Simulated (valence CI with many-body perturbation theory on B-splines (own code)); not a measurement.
## Au LVII: what the settings do

Calculated by configuration interaction combined with many-body perturbation theory (CI+MBPT): five valence electrons over a frozen Dirac-Fock core [Ar], a basis of 6 s, 6 p, 5 d, 5 f, 1 g functions for each j, with the one-electron correlation potential Σ1, the two-electron term Σ2, the three-electron term Σ3, Breit, model QED; selected CI, second order for the rest, scaled by the run's own slope (own B-spline code, finite nucleus).

No measured spectrum was set against this ion. As an estimate, large intervals hold to a few tenths of a per cent, small ones and those within an open d or f shell to about a per cent. Among the levels kept, up to 430 cm⁻¹ of a level comes from second order outside the variational space, and about a tenth of that is noise between levels of different J, which matters for small intervals. Only levels of the ground parity were solved; by the run's estimate the other parity begins above the list, which can be wrong where configurations are misplaced.

The reference run has the lowest level (3d3/2^4 3d5/2) J=5/2 and an ionisation energy of 5593.52 eV. Its largest variational space holds 10000 state functions.

Levels are named by their leading jj configuration (3d3/2^4 stands for four electrons in 3d with j = 3/2), which in mixed levels can hold well under half, so a name can repeat and another be missing. Letters in brackets count levels of one name in rising energy.

Changed runs:
A. Breit term on → off; QED terms on → off; logarithmic knot step 0.27 → 0.2
B. scale of Σ2 1 → 0.8
C. selection threshold (hartree) 2e-08 → 2e-07
D. factor on the speed of light 1 → 1.1 (bad on purpose)

Excitation energies of the reference run in cm⁻¹, and shifts in cm⁻¹:

| Level | Reference | A | B | C | D |
| --- | --- | --- | --- | --- | --- |
| (3d3/2^3 3d5/2^2) J=5/2 [a] | 671910 | +13921 | -1318 | 0 | -138206 |
| (3d3/2^3 3d5/2^2) J=7/2 [a] | 771376 | +21178 | -938 | 0 | -135293 |
| (3d3/2^3 3d5/2^2) J=11/2 | 780367 | +36378 | -1603 | 0 | -132469 |
| (3d3/2^3 3d5/2^2) J=3/2 [a] | 789893 | +11929 | -511 | 0 | -137565 |
| (3d3/2^3 3d5/2^2) J=9/2 | 832354 | +27594 | -935 | 0 | -135661 |
| (3d3/2^3 3d5/2^2) J=5/2 [b] | 867946 | +20844 | -160 | 0 | -138386 |
| (3d3/2^3 3d5/2^2) J=7/2 [b] | 905466 | +21561 | -232 | 0 | -136747 |
| (3d3/2^3 3d5/2^2) J=1/2 | 906068 | +14449 | +158 | -3.3 | -144125 |
| (3d3/2^3 3d5/2^2) J=3/2 [b] | 1065130 | +10872 | +532 | 0 | -146215 |
| (3d3/2^2 3d5/2^3) J=5/2 [a] | 1433040 | +27451 | -2013 | 0 | -272873 |
| (3d3/2^2 3d5/2^3) J=7/2 [a] | 1510760 | +35699 | -1746 | 0 | -273742 |
| (3d3/2^2 3d5/2^3) J=11/2 | 1511740 | +50018 | -2545 | 0 | -270726 |
| Ionisation energy (eV) | 5593.52 | +2.61 | -2.21 | 0 | +4.51 |
